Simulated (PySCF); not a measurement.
SMILES COC(=O)[SiH2][SiH2]C, singlet, GFN2-xTB optimised geometry.

```
17

C      0.55    -2.03     0.15
O     -0.15    -0.80     0.07
C      0.58     0.32     0.00
O      1.79     0.32     0.00
Si    -0.55     1.86     0.00
Si    -0.77     2.55     2.20
C     -1.75     4.18     2.26
H      1.11    -2.09     1.09
H     -0.19    -2.82     0.10
H      1.26    -2.11    -0.68
H     -1.79     1.42    -0.66
H      0.10     2.82    -0.89
H      0.51     2.77     2.88
H     -1.50     1.57     3.03
H     -2.74     4.06     1.82
H     -1.24     4.96     1.71
H     -1.89     4.53     3.28
```

Density from CAM-B3LYP/def2-SVP (PySCF) at that geometry.

Minimum of the electron density along straight lines between bonded atoms, close to the bond critical point (lines longer than 1.1 times the sum of covalent radii, or with two minima, are not listed):

```json
[
 {"bond": "C1–O2", "length / Å": "1.424", "ρ at the minimum / e bohr⁻³": "0.245", "∇²ρ there / e bohr⁻⁵": "-0.34", "position (fraction from the first atom)": "0.34"},
 {"bond": "O2–C3", "length / Å": "1.340", "ρ at the minimum / e bohr⁻³": "0.301", "∇²ρ there / e bohr⁻⁵": "-0.30", "position (fraction from the first atom)": "0.67"},
 {"bond": "C3–O4", "length / Å": "1.207", "ρ at the minimum / e bohr⁻³": "0.415", "∇²ρ there / e bohr⁻⁵": "0.30", "position (fraction from the first atom)": "0.33"},
 {"bond": "C3–Si5", "length / Å": "1.907", "ρ at the minimum / e bohr⁻³": "0.111", "∇²ρ there / e bohr⁻⁵": "0.34", "position (fraction from the first atom)": "0.62"},
 {"bond": "Si6–C7", "length / Å": "1.901", "ρ at the minimum / e bohr⁻³": "0.111", "∇²ρ there / e bohr⁻⁵": "0.31", "position (fraction from the first atom)": "0.38"},
 {"bond": "C1–H8", "length / Å": "1.092", "ρ at the minimum / e bohr⁻³": "0.282", "∇²ρ there / e bohr⁻⁵": "-1.10", "position (fraction from the first atom)": "0.64"},
 {"bond": "C1–H9", "length / Å": "1.087", "ρ at the minimum / e bohr⁻³": "0.286", "∇²ρ there / e bohr⁻⁵": "-1.13", "position (fraction from the first atom)": "0.65"},
 {"bond": "C1–H10", "length / Å": "1.092", "ρ at the minimum / e bohr⁻³": "0.283", "∇²ρ there / e bohr⁻⁵": "-1.11", "position (fraction from the first atom)": "0.65"},
 {"bond": "Si5–H11", "length / Å": "1.467", "ρ at the minimum / e bohr⁻³": "0.117", "∇²ρ there / e bohr⁻⁵": "0.32", "position (fraction from the first atom)": "0.49"},
 {"bond": "Si5–H12", "length / Å": "1.468", "ρ at the minimum / e bohr⁻³": "0.116", "∇²ρ there / e bohr⁻⁵": "0.32", "position (fraction from the first atom)": "0.49"},
 {"bond": "Si6–H13", "length / Å": "1.471", "ρ at the minimum / e bohr⁻³": "0.116", "∇²ρ there / e bohr⁻⁵": "0.32", "position (fraction from the first atom)": "0.49"},
 {"bond": "Si6–H14", "length / Å": "1.473", "ρ at the minimum / e bohr⁻³": "0.115", "∇²ρ there / e bohr⁻⁵": "0.32", "position (fraction from the first atom)": "0.49"},
 {"bond": "C7–H15", "length / Å": "1.086", "ρ at the minimum / e bohr⁻³": "0.272", "∇²ρ there / e bohr⁻⁵": "-0.99", "position (fraction from the first atom)": "0.63"},
 {"bond": "C7–H16", "length / Å": "1.086", "ρ at the minimum / e bohr⁻³": "0.273", "∇²ρ there / e bohr⁻⁵": "-0.99", "position (fraction from the first atom)": "0.63"},
 {"bond": "C7–H17", "length / Å": "1.086", "ρ at the minimum / e bohr⁻³": "0.273", "∇²ρ there / e bohr⁻⁵": "-1.00", "position (fraction from the first atom)": "0.63"}
]
```
